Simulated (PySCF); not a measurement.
# Bismuth: a sound run and one with changed settings

Sound run: Bi²⁺ [Xe] 4f14 5d10 6s2 6p1, Bi³⁺ [Xe] 4f14 5d10 6s2. Calculation: PySCF 2.14, in cc-pVTZ-PP with ECP60MDF (5s4p3d1f, 39 functions); a scalar-relativistic core potential. The sound run starts from symmetry-adapted Hartree-Fock orbitals and uses a fine grid where one is needed.

Changed run: 26 angular points. This setting is unsound on purpose.

```tsv
species	method	sound run (hartree)	changed run (hartree)	converged
Bi²⁺	UHF	-212.72867	-212.72867	yes
Bi²⁺	B3LYP	-213.78739	-213.78741	yes
Bi²⁺	TPSS	-213.65299	-213.65301	yes
Bi³⁺	UHF	-211.88286	-211.88286	yes
Bi³⁺	B3LYP	-212.91449	-212.91449	yes
Bi³⁺	TPSS	-212.78906	-212.78906	yes
```

Ionisation energy of Bi²⁺:

```csv
method,sound run (eV),changed run (eV)
UHF,23.016,23.016
B3LYP,23.753,23.753
TPSS,23.509,23.509
```

Here the setting changes nothing at the digits shown.

For comparison, NIST gives 25.571 eV between the lowest levels.
